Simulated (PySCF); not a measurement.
## Polarisability and C₆ of Ne⁷⁺ (neon, charge +7)

[He] 2s1, 2S determinant. Computed with PySCF 2.14 in an uncontracted even-tempered set (18 s from 0.56 bohr⁻², ratio 2.2; 9 p from 0.95 bohr⁻², ratio 2.4; 6 d from 2.8 bohr⁻², ratio 2.4; 5 f from 4.3 bohr⁻², ratio 2.4; 5 g from 6.4 bohr⁻², ratio 2.4), with the non-relativistic Hamiltonian (point nucleus). Coupled (time-dependent) response in atomic units; α is the mean over directions.

```json
{"method": "UHF", "mean α (bohr³)": "0.4654", "C₆ (like pair)": "0.1018", "S(−4)": "1.319"}
{"method": "PBE0", "mean α (bohr³)": "0.4298", "C₆ (like pair)": "0.09124", "S(−4)": "1.113"}
```

S(−4) is the Cauchy moment in α(ω) = α(0) + S(−4) ω² + …

α(iu) at UHF:

| u (hartree) | α(iu) (bohr³) |
| --- | --- |
| 0 | 0.4654 |
| 0.0600 | 0.4607 |
| 0.120 | 0.4472 |
| 0.240 | 0.4004 |
| 0.360 | 0.3416 |
| 0.480 | 0.2842 |
| 0.600 | 0.2347 |
| 0.900 | 0.1494 |
| 1.20 | 0.1022 |
| 1.80 | 0.05849 |
| 3.00 | 0.03029 |

For an ion, C₆ is the dispersion term alone; charge-induced terms of lower order in 1/R come first.
